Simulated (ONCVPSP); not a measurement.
# Varying the ONCV potential for barium

Base potential:

barium, optimised norm-conserving Vanderbilt (ONCV), made with ONCVPSP 4.0.1 (PBEsol, scalar-relativistic). Core [Kr] 4d10, reference 5s2 5p6 6s1.75 6p0.25. Waves: 5s+6s: rc 2.60 bohr, ncon 4, nbas 8, qcut 4.6 1/bohr, 2 projectors; 5p+6p: rc 3.35 bohr, ncon 5, nbas 8, qcut 5 1/bohr, 2 projectors; d scattering state at 0.09 Ha: rc 3.25 bohr, ncon 3, nbas 7, qcut 3.4 1/bohr, 2 projectors, debl 1.5 Ha. Local part: polynomial inside 2.10 bohr (lpopt 5, dvloc0 0 Ha). Core correction: Teter function, fcfact 1.75, rcfact 1.6.

In the d channel the program set the typed energies aside and used 0.050, 1.550 Ha.

Cutoffs, loose and tight: the cutoffs (Ha) at which the residual kinetic energy of the hardest occupied pseudo-wave falls to 1 and 0.1 mHa per electron. They do not see the model core or the augmentation charge, which bear on the density cutoff. Test errors are all-electron minus pseudo excitation energies from the reference, over the configurations 5s2 5p6 6s2 6p0; 5s2 5p6 6s1 6p0; 5s2 5p6 6s0 6p0; 5s2 5p6 5d1 6s0 6p0. A dash means not determined; rows that change the core or the reference have their own tests.

A true bound ghost makes a file unfit for plane-wave use even where its test errors are small: the radial tests pick states by their node count and pass the ghost by.

| change | outcome | cutoff, loose | cutoff, tight | bound ghosts | GHOST(+) flags above zero | largest test error (meV) |
| --- | --- | --- | --- | --- | --- | --- |
| base | generated, projector energies reset by the program | 7.2 Ha | 8.7 Ha | d | s | -9.1 |
| d: qcut 3.6 | generated, projector energies reset by the program | 7.2 Ha | 8.7 Ha | none | s, d | -10 |
| local potential polynomial inside 2.10 bohr (lpopt 3, dvloc0 0 Ha) | generated, projector energies reset by the program | 7.2 Ha | 8.7 Ha | none | d | -9.1 |
| functional PBE; d: rc 2.6, qcut 4.2 | generated, projector energies reset by the program | 7.2 Ha | 8.7 Ha | none | s | -13 |
| all radii but the core radius scaled by about 1.18 (s 3.08, p 3.96, d 3.84 bohr); local potential polynomial inside 2.48 bohr (lpopt 5, dvloc0 0 Ha) | generated, projector energies reset by the program | 5.3 Ha | 7.1 Ha | none | none | -5.0 |
| core correction none | generated, projector energies reset by the program | 7.2 Ha | 8.7 Ha | d | s | -6.5 |
| reference 5s2 5p6 6s1.5 6p0.5 | generated, projector energies reset by the program | 7.2 Ha | 8.7 Ha | d | s | -3.4 |
